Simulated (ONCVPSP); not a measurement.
# PBEsol ONCV dataset for Sb, non-relativistic all-electron reference.

| Property | Result |
| --- | --- |
| Element | Sb |
| Generator | ONCVPSP 4.0.1 |
| Type | optimised norm-conserving Vanderbilt (ONCV) |
| Functional | PBEsol |
| Relativity | non-relativistic |
| Frozen core | [Kr] |
| Valence charge | 15 |
| Reference configuration | 4d10 5s1.5 5p3.5 |
| Partial waves | 5s: rc 2.05 bohr, ncon 5, nbas 8, qcut 2.7 1/bohr, 2 projectors, debl 2.5 Ha; 5p: rc 2.45 bohr, ncon 3, nbas 8, qcut 3.7 1/bohr, 2 projectors, debl 3.3 Ha; 4d: rc 1.20 bohr, ncon 5, nbas 9, qcut 13.8 1/bohr, 2 projectors, debl 1.4 Ha; f scattering state at 0.35 Ha: rc 2.15 bohr, ncon 3, nbas 7, qcut 4.8 1/bohr, 2 projectors, debl 1.3 Ha |
| Local potential | polynomial inside 0.95 bohr (lpopt 2, dvloc0 0 Ha) |
| Core correction | Teter function, fcfact 2.75, rcfact 1.8 |

- Cutoffs needed: 49 Ha and 58 Ha (the cutoffs (Ha) at which the residual kinetic energy of the hardest occupied pseudo-wave falls to 1 and 0.1 mHa per electron)
- Ghost test: ghosts flagged at negative energy: s at -46.0 eV; GHOST(+) flagged for p at 59.0 eV; a true bound ghost makes a file unfit for plane-wave use
- Largest excitation error: -2.4 meV (all-electron minus pseudo) for 4d10 5s2 5p1, out of 4 test configurations
- rms error of d²Exc/dni dnj: 4.99 mHa without and 0.36 mHa with the model core
